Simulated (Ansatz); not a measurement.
Input for Ansatz (a program for electronic structure): U-B2PLYP/def2-TZVPP on O2 (SMILES O=O).

Ansatz 0.2 input:
```yaml
crystal:
  periodic: [false, false, false]
  atoms:
    - {symbol: O, position_ang: [0.00000000, -0.00000000, 0.60215214]}
    - {symbol: O, position_ang: [-0.00000000, 0.00000000, -0.60215214]}
basis:
  gaussian:
    orbitals: def2-TZVPP
hamiltonian:
  xc: {name: B2PLYP}
magnetization: {spin_polarized: true, initial_magnetization: 2}
correlation: {electrons: outside_noble_gas}
```

The log:

```
WARN ansatz: RAYON_NUM_THREADS=4 ignored (pool sized by the plan → 4); use --threads N
Functional definition: B2PLYP
integrals: 0.02 GiB planned
415 factors; integrals over basis functions are off by at most 1.1e-3 eV
mean field: 0.16 GiB planned
mean field evaluation 1: about -4085.5538 eV, gradient 1.1e1 eV
mean field evaluation 2: about -4085.5563 eV, gradient 1.1e1 eV
mean field evaluation 4: about -4085.9297 eV, gradient 7.2e-1 eV
mean field evaluation 8: about -4085.9327 eV, gradient 3.3e-3 eV
mean field -4085.93272309 eV, -150.1552580291 hartree, gradient 8.7e-6 eV, S^2 2.020155; 0 other end points of the search recorded, 0 dependent functions left out
2 core orbitals not correlated
reference -4085.93280401 eV, -150.1552610028 hartree; 7, 5 occupied and 53, 55 virtual orbitals, 415 factors
second order -14.45500358 eV of doubles, -0.00000000 eV of singles
Total energy: -4089.83565498 eV, -150.2986881303 hartree
```

Self-consistency was reached.

Cost: around 1.3 core-seconds (rough).
